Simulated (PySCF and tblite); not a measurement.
Values are calculated unless marked as measured or tabulated.
C₅H₆O₄, numbered as in [O:1]=[C:2]1[CH2:3][C@:4]2([CH2:5][O:6][CH2:7][O:8]2)[O:9]1.

Conformers came from 200 starts (ETKDG and KDG, MMFF94s, GFN2-xTB); geometries are GFN2-xTB. Free energies are PBE0-D3(BJ)/pcSseg-1 single points with GFN2-xTB rigid-rotor and vibrational terms (modes under about 100 cm⁻¹ blended into free rotors). Symmetry numbers and mirror images are counted. Conformers within 2.5 kcal/mol (GFN2-xTB free energy) were kept, 4 at most. Run with PySCF (density fitting) and tblite.

The 5-ring runs over atoms 4–5–6–7–8. The 4-ring runs over atoms 2–3–4–9.

| conformer | shape | symmetry | E(GFN2) kcal/mol |
| --- | --- | --- | --- |
| 1 | 5-ring envelope (ring torsions 24, -37, 35, -19, -4°); 4-ring flat | C1 | 0.00 |
| 2 | 5-ring between envelope and twist (ring torsions -30, 23, -5, -13, 27°); 4-ring flat | C1 | 1.50 |

(1) Which of these conformers is the most populated at 298.15 K, and with what share?

(2) Give the DFT energies and free energies relative to the lowest, and all weights.

(3) How does its share change from 250 K to 350 K?

Answers

(1) Conformer 1, about 67 %. The lead over the next is within the error of the method.

(2) 
```tsv
conformer	shape	E(DFT) kcal/mol	G(298.15 K) kcal/mol	weight %
1	5-ring envelope (ring torsions 24, -37, 35, -19, -4°); 4-ring flat	0.00	0.00	66.8
2	5-ring between envelope and twist (ring torsions -30, 23, -5, -13, 27°); 4-ring flat	0.88	0.41	33.2
```

(3) From 71 % to 63 %; the mixing entropy goes from 1.19 to 1.31 cal/(mol K).


Conformer gaps in pcSseg-1 on xTB geometries can be 2 kcal/mol off for S=O, P=O and other polar bonds.